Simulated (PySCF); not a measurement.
Gas-phase reaction: TiCl₄ + HCl + NH₂ ⇌ TiCl₄.NH₃ + Cl

Computed with PySCF (xtb for GFN2) and rigid-rotor harmonic-oscillator thermochemistry at 1 bar. † marks an energy on the PBE0/def2-TZVP geometry and frequencies; other levels use their own. CCSD(T) freezes the core. 6-31G* has spherical d functions here. Open shells (unrestricted): NH₂ (multiplicity 2), Cl (multiplicity 2, electronic degeneracy 6); the rest are closed-shell singlets. GFN2 has no spin-polarisation term. Spin-orbit splitting is ignored; it lowers the true energy and changes the entropy of Cl. B3LYP is the form with VWN-RPA correlation. Adducts (TiCl₄.NH₃) have no counterpoise correction, and HF, PBE, BLYP, B3LYP and PBE0 lack dispersion. TiCl₄.NH₃: computed as isolated molecules; such fragments, hydroxides, amides, oligomers or adducts are transient or little studied in the gas. CCSD(T) isn't extrapolated to the basis-set limit. The harmonic model lacks anharmonicity and excited electronic states, which grow with temperature; levels with a mode under 35 cm⁻¹ are left out. Soft modes under 120 cm⁻¹ make the harmonic entropy rough for TiCl₄, TiCl₄.NH₃. Warning, large T1 diagnostic: TiCl₄, TiCl₄.NH₃ (CCSD(T)/def2-SVP†).

| level | ΔE electronic, kJ | ΔH°(298 K), kJ | ΔS°(298 K), J/K | ΔG°(600 K), kJ |
|---|---|---|---|---|
| B3LYP/def2-TZVP† | -88 | -59 | -155 | 33 |
| BLYP/def2-TZVP† | -77 | -48 | -155 | 44 |
| CCSD(T)/def2-SVP† | -136 | -107 | -155 | -14 |
| GFN2-xTB | -250 | -224 | -149 | -135 |
| HF/6-31G* | -135 | -102 | -160 | -7 |
| HF/def2-TZVP† | -86 | -57 | -155 | 36 |
| PBE/def2-SVP | -119 | -91 | -153 | 0 |
| PBE/def2-TZVP† | -92 | -63 | -155 | 29 |
ΔH° is lowest at GFN2-xTB and highest at BLYP/def2-TZVP†. No reference value is set beside these.
